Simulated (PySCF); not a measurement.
# Partial charges of `CC[C@H]([SiH3])CC(Cl)=C=O`

Species: C6H11ClOSi.
Structure used (GFN2-xTB), in Å, numbered top down from 1:
```
atom  x, y, z in Å
C1    -1.3789    1.3733    0.0354
C2    -0.5912    0.6363   -1.0397
C3     0.0077   -0.6975   -0.5827
Si4   -1.3093   -1.9811   -0.0542
C5     1.0481   -0.5242    0.5293
C6     2.1792    0.3825    0.1258
Cl7    3.2981   -0.2154   -1.0859
C8     2.3389    1.6015    0.5401
O9     2.4742    2.6803    0.9602
H10   -0.7396    1.6457    0.8719
H11   -2.1963    0.7582    0.4054
H12   -1.7987    2.2900   -0.3733
H13   -1.2499    0.4415   -1.8895
H14    0.2124    1.2880   -1.3954
H15    0.5371   -1.1100   -1.4497
H16   -1.8135   -1.6809    1.2878
H17   -2.4035   -1.9641   -1.0237
H18   -0.6756   -3.3008   -0.0289
H19    1.4708   -1.4987    0.7842
H20    0.5850   -0.1138    1.4271
```

Density: PBE0/pcSseg-1 (PySCF); schemes: Mulliken, IAO, Hirshfeld and ESP-fitted. Isolated species at its GFN2-xTB geometry (one conformer only).

**Question.** Which atoms carry the highest charge in the Mulliken, IAO, Hirshfeld and ESP-fitted schemes?

**Answer.** The schemes don't all agree: Mulliken C8 (+0.509); IAO Si4 (+0.577); Hirshfeld Si4 (+0.311); ESP-fitted C8 (+0.658).

**Question.** For which atoms does the sign change between the 4 schemes (beyond +0.03 e in one, beyond −0.03 e in another)?

**Answer.** C2. Atomic charges aren't observables, and each scheme defines them in its own way.

**Question.** Tabulate the Mulliken, IAO, Hirshfeld and ESP-fitted charges.

**Answer.** In e:

| atom | environment | Mulliken | IAO | Hirshfeld | ESP-fitted |
| --- | --- | --- | --- | --- | --- |
| C1 | methyl carbon | -0.287 | -0.417 | -0.118 | -0.389 |
| C2 | chain CH2 carbon | -0.216 | -0.248 | -0.072 | +0.107 |
| C3 | sp3 carbon bound to silicon | -0.554 | -0.367 | -0.108 | -0.137 |
| Si4 | SiH3 silicon | +0.484 | +0.577 | +0.311 | +0.264 |
| C5 | chain CH2 carbon | -0.055 | -0.243 | -0.068 | -0.069 |
| C6 | outer carbon of cumulated double bonds | -0.439 | -0.213 | -0.043 | -0.553 |
| Cl7 | vinyl chlorine | -0.036 | -0.022 | -0.021 | +0.006 |
| C8 | central carbon of a ketene | +0.509 | +0.420 | +0.188 | +0.658 |
| O9 | oxygen bonded to C | -0.260 | -0.273 | -0.140 | -0.335 |
| H10 | methyl hydrogen | +0.111 | +0.130 | +0.033 | +0.119 |
| H11 | methyl hydrogen | +0.124 | +0.134 | +0.037 | +0.105 |
| H12 | methyl hydrogen | +0.124 | +0.148 | +0.046 | +0.106 |
| H13 | methylene hydrogen | +0.127 | +0.135 | +0.038 | +0.015 |
| H14 | methylene hydrogen | +0.137 | +0.134 | +0.025 | +0.014 |
| H15 | methine hydrogen | +0.159 | +0.145 | +0.029 | +0.083 |
| H16 | Si–H hydrogen | -0.074 | -0.120 | -0.076 | -0.085 |
| H17 | Si–H hydrogen | -0.074 | -0.113 | -0.074 | -0.063 |
| H18 | Si–H hydrogen | -0.070 | -0.113 | -0.077 | -0.084 |
| H19 | methylene hydrogen | +0.153 | +0.155 | +0.044 | +0.135 |
| H20 | methylene hydrogen | +0.135 | +0.148 | +0.046 | +0.103 |

Mean size of the charges over all atoms: IAO 0.213 e, Mulliken 0.206 e, ESP-fitted 0.171 e, Hirshfeld 0.080 e. Each set sums to the total charge, 0, to within 0.001 e. The ESP scheme is a least-squares fit of atom-centred charges to the potential on four shells outside the van der Waals surface, with the total charge fixed.

**Question.** How many electrons does the IAO scheme count on C8?

**Answer.** Z − q = 6 − (+0.420) = 5.580.

**Question.** Sum the charges by element, for elements with more than one atom.

**Answer.** 
| element | atoms | Mulliken | IAO | Hirshfeld | ESP-fitted |
| --- | --- | --- | --- | --- | --- |
| C | 6 | -1.042 | -1.067 | -0.222 | -0.384 |
| H | 11 | +0.854 | +0.784 | +0.072 | +0.449 |

The run behind these numbers computed NMR shieldings as well. Hardware: AMD EPYC 7R43, one thread, shared host with 256 logical CPUs at a one-minute load of 46. Cost: 58 s (with the writing of density and orbital grids), 1.0 GiB resident at most.
